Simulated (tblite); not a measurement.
Species: C6H12F2O.
Atom-mapped SMILES: `[CH3:1][C:2]([CH3:3])([F:4])[O:5][C:6]([CH3:7])([CH3:8])[F:9]` (hydrogens: H10, H11, H12 on C1; H13, H14, H15 on C3; H16, H17, H18 on C7; H19, H20, H21 on C8)

Structure used (GFN2-xTB), in Å, numbered top down from 1:
```
atom  x, y, z in Å
C1    -2.3417    0.7615   -0.6569
C2    -1.1733   -0.1577   -0.3150
C3    -1.5087   -1.1074    0.8283
F4    -0.9221   -0.9395   -1.4512
O5    -0.0765    0.6775   -0.1070
C6     1.1673    0.2032    0.3071
C7     2.0974    1.4124    0.3160
C8     1.7389   -0.9524   -0.5053
F9     1.0527   -0.2329    1.6346
H10   -2.0474    1.4216   -1.4679
H11   -3.1958    0.1669   -0.9663
H12   -2.5998    1.3570    0.2124
H13   -2.4351   -1.6263    0.5983
H14   -0.7230   -1.8433    0.9737
H15   -1.6256   -0.5373    1.7450
H16    2.2519    1.7589   -0.7004
H17    3.0477    1.1370    0.7633
H18    1.6401    2.2068    0.8990
H19    1.7599   -0.6763   -1.5553
H20    1.1365   -1.8495   -0.3925
H21    2.7475   -1.1632   -0.1602
```

Computed with GFN2-xTB (tblite): harmonic, unscaled wavenumbers at the GFN2-xTB geometry, gas phase. Against measured fundamentals such values can be off by several per cent, at times by over 20. One conformer, not necessarily the lowest.

Harmonic wavenumbers (cm⁻¹): 73.0, 119.8, 151.4, 157.5, 178.3, 201.2, 217.4, 283.2, 285.8, 308.0, 350.0, 381.7, 430.2, 438.9, 450.3, 555.7, 609.7, 766.4, 779.9, 842.8, 884.3, 942.3, 945.1, 959.8, 997.1, 1004.2, 1015.7, 1131.0, 1142.9, 1188.8, 1212.4, 1214.1, 1248.0, 1380.8, 1383.3, 1394.7, 1400.1, 1454.1, 1455.2, 1465.5, 1467.1, 1470.2, 1474.2, 1483.4, 1485.5, 3046.7, 3048.0, 3055.4, 3056.2, 3056.7, 3057.6, 3058.2, 3058.8, 3061.2, 3062.7, 3067.4, 3068.2.

A = 2492, B = 1148, C = 1147 MHz; mass 138.086 u (most abundant isotopes); point group C2, symmetry number 2.

**Question.** What is the zero-point energy?

**Answer.** Half the sum of the wavenumbers: 37739 cm⁻¹ = 107.90 kcal/mol.

**Question.** Entropy at 350 K, 1 bar (ideal gas, RRHO, classical rotation)?

**Answer.** Translation 41.50, rotation 28.07, vibration 36.78: S = 106.4 cal/(mol K).

**Question.** And Cp and H(350 K) − H(0)?

**Answer.** Cp = 48.43 cal/(mol K), of which vibrations give 40.48 (their classical limit is 57 R = 113.3); H(350 K) − H(0) = 9.95 kcal/mol without the zero-point energy, 7.17 from vibrations.

**Question.** What must be added to the electronic energy to get the Gibbs energy at 350 K and 1 bar?

**Answer.** ZPE + [H(350 K) − H(0)] − T·S = 107.90 + 9.95 − 37.22 = 80.63 kcal/mol.

**Question.** How do the functions run with temperature in this model?

**Answer.** 
```csv
T (K),S (cal/(mol K)),Cp (cal/(mol K)),H − H(0) (kcal/mol),G − H(0) (kcal/mol),ln q(vib)
150,75.7,26.6,2.42,-8.94,2.38
250,92.0,37.7,5.64,-17.35,5.25
298.15,99.0,42.9,7.58,-21.95,6.67
400,113.2,53.5,12.50,-32.76,9.67
600,138.2,70.2,24.97,-57.95,15.44
900,170.0,86.4,48.66,-104.34,23.55
```

q(vib) and H(0) count from the zero-point level.

**Question.** Which modes carry the vibrational entropy at 350 K?

**Answer.** 73.0 cm⁻¹: 4.39; 119.8 cm⁻¹: 3.41; 151.4 cm⁻¹: 2.96; 157.5 cm⁻¹: 2.89; 178.3 cm⁻¹: 2.65; 201.2 cm⁻¹: 2.42 cal/(mol K); the other 51 give 18.06 together.

Hindered rotation and anharmonicity are outside this model. Other conformers, if any are populated, would add a mixing term that is left out. The structure is chiral; the term R ln 2 for an equal mix with its mirror image is left out.

Hardware: one thread of an Arm Neoverse N1, no GPU, shared host with 64 logical CPUs at a one-minute load of 57. Cost: 1.2 s. This covers the Hessian and the dipole derivatives.
